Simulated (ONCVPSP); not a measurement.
**Building the ONCV potential for Li (PBE, non-relativistic).**

ONCVPSP 4.0.1 was run on this input:

```
# ATOM AND REFERENCE CONFIGURATION
# atsym  z   nc   nv     iexc    psfile
  Li 3.00    0    3        4      upf
#
#   n    l    f
    1    0    2.00
    2    0    0.75
    2    1    0.25
#
# PSEUDOPOTENTIAL AND OPTIMIZATION
# lmax
    1
#
#   l,   rc,      ep,       ncon, nbas, qcut
    0    0.95    0.00    3    7   16.20
    1    4.00    0.00    5    9    1.70
#
# LOCAL POTENTIAL
# lloc, lpopt,  rc(5),   dvloc0
    4    5    0.70    3.00
#
# VANDERBILT-KLEINMAN-BYLANDER PROJECTORs
# l, nproj, debl
    0    2    2.20
    1    1    3.20
#
# MODEL CORE CHARGE
# icmod, fcfact, rcfact
    0    0.00    0.00
#
# LOG DERIVATIVE ANALYSIS
# epsh1, epsh2, depsh
   -3.00    5.00    0.02
#
# OUTPUT GRID
# rlmax, drl
    6.00    0.01
#
# TEST CONFIGURATIONS
# ncnf
    4
# nvcnf
#   n    l    f
    3
    1    0    2.00
    2    0    1.00
    2    1    0.00
#
    3
    1    0    2.00
    2    0    0.00
    2    1    0.00
#
    3
    1    0    2.00
    2    0    0.50
    2    1    0.00
#
    3
    1    0    1.00
    2    0    1.00
    2    1    0.00
#
```

Command:

```bash
oncvpspnr.x < Li.dat > Li.out
```

Output (shortened: citation, most of the input echo, consistency checks and plot data are left out):

```
ONCVPSP  (Optimized Norm-Conservinng Vanderbilt PSeudopotential)
scalar-relativistic version 4.0.1

#   n    l    f        energy (Ha)
    1    0    2.00    -1.9198799E+00
    2    0    0.75    -1.1066910E-01
    2    1    0.25    -4.5011109E-02

Reference configufation results
  iterations    22
  all-electron total energy (Ha)   -7.43497281D+00

Begin loop to  construct optimized pseudo wave functions
and semi-local pseudopoentials for all angular momenta

Calculating optimized projector #   1

 for l=   0

    Fraction of norm inside rc  0.859589
    Optimizing pswf for qcut=  16.22 a_B^-1,  ecut= 131.57 Ha
    Residual kinetic energy error=  3.01D-09 Ha

    Energy error per electron        Cutoff
         Ha          eV             Ha
         0.01000     0.27211       50.47
         0.00100     0.02721       68.54
         0.00010     0.00272       84.26
         0.00001     0.00027       97.26

Calculating optimized projector #   2

 for l=   0

    Fraction of norm inside rc  0.015212
    Optimizing pswf for qcut=  16.22 a_B^-1,  ecut= 131.57 Ha
    Residual kinetic energy error=  3.76D-09 Ha

    Energy error per electron        Cutoff
         Ha          eV             Ha
         0.01000     0.27211       22.21
         0.00100     0.02721       44.52
         0.00010     0.00272       65.39
         0.00001     0.00027       84.41

Calculating optimized projector #   1

 for l=   1

    Fraction of norm inside rc  0.393477
    Optimizing pswf for qcut=   1.70 a_B^-1,  ecut=   1.44 Ha
    Residual kinetic energy error=  1.41D-03 Ha

    Energy error per electron        Cutoff
         Ha          eV             Ha
         0.01000     0.27211        0.72
         0.00100     0.02721        1.65
         0.00010     0.00272       10.71
         0.00001     0.00027       15.36

Construct Vanderbilt / Kleinmman-Bylander projectors

B matrix Hermiticity error, ll=   0
   1   2   -3.9097E-10

  Orthonormal projector coefficients -1.1068E+01 -3.6190E+00

Pseudoatom total energy   -7.360042

Diagnostic tests using Vanderbilt-Kleinman-Bylander pseudopotentials
  1 or more projectors used as specified by nproj input data

   l    rcore       rmatch      e in        delta e   norm test  slope test

   0   0.9502639   0.9791160  -1.9198799  -0.0000003   1.0000006   1.0000005
   0   0.9502639   0.9791160  -0.1106691   0.0000000   1.0000017   1.0000001

   1   4.0175159   4.1394964  -0.0450111   0.0000000   1.0000000   1.0000001

 Testing for bound ghosts
   n   l    E NL Schr. Eq   E Basis Diag.   E Cutoff

   1   0       -1.919880       -1.918690    208.52
   2   0       -0.110669        0.608878    208.52

   2   1       -0.045011       -0.042851     18.66

 Testing for highly-localized positive-energy ghosts
       l    <radius>/rc     E Basis Diag.   E Cutoff

       1        0.602893        0.438081     18.66  WARNING - GHOST(+)

Test configuration 0

   n   l     f        eae           eps        diff
   1   0  2.0000   -1.91987986   -1.91988019   -3.29D-07
   2   0  0.7500   -0.11066910   -0.11066907    2.60D-08
   2   1  0.2500   -0.04501111   -0.04501111    0.00D+00

    Total energies and differences
      AE_ref= -7.43497281D+00  AE_tst= -7.43497281D+00  dif=  0.00D+00
      PS_ref= -7.36004158D+00  PS_tst= -7.36004158D+00  dif=  6.22D-15
      PSP excitation error= -6.22D-15

Test configuration 1

   n   l     f        eae           eps        diff
   1   0  2.0000   -1.90545661   -1.90468932    7.67D-04
   2   0  1.0000   -0.10561678   -0.10543169    1.85D-04

    Total energies and differences
      AE_ref= -7.43497281D+00  AE_tst= -7.45137136D+00  dif= -1.64D-02
      PS_ref= -7.36004158D+00  PS_tst= -7.37640599D+00  dif= -1.64D-02
      PSP excitation error= -3.41D-05

Test configuration 2

   n   l     f        eae           eps        diff
   1   0  2.0000   -2.21999547   -2.21828324    1.71D-03

    Total energies and differences
      AE_ref= -7.43497281D+00  AE_tst= -7.25674700D+00  dif=  1.78D-01
      PS_ref= -7.36004158D+00  PS_tst= -7.18213466D+00  dif=  1.78D-01
      PSP excitation error=  3.19D-04

Test configuration 3

   n   l     f        eae           eps        diff
   1   0  2.0000   -2.04891896   -2.04772455    1.19D-03
   2   0  0.5000   -0.19633320   -0.19597935    3.54D-04

    Total energies and differences
      AE_ref= -7.43497281D+00  AE_tst= -7.37609177D+00  dif=  5.89D-02
      PS_ref= -7.36004158D+00  PS_tst= -7.30126100D+00  dif=  5.88D-02
      PSP excitation error=  1.00D-04

Test configuration 4

   n   l     f        eae           eps        diff
   1   0  1.0000   -3.15942611   -3.13010489    2.93D-02
   2   0  1.0000   -0.45566323   -0.45378397    1.88D-03

    Total energies and differences
      AE_ref= -7.43497281D+00  AE_tst= -4.93769424D+00  dif=  2.50D+00
      PS_ref= -7.36004158D+00  PS_tst= -4.87559034D+00  dif=  2.48D+00
      PSP excitation error=  1.28D-02
```

oncvpspnr.x prints “scalar-relativistic version” in its banner although the run is non-relativistic.

The run took about 1.7 s on one core of a shared server CPU.
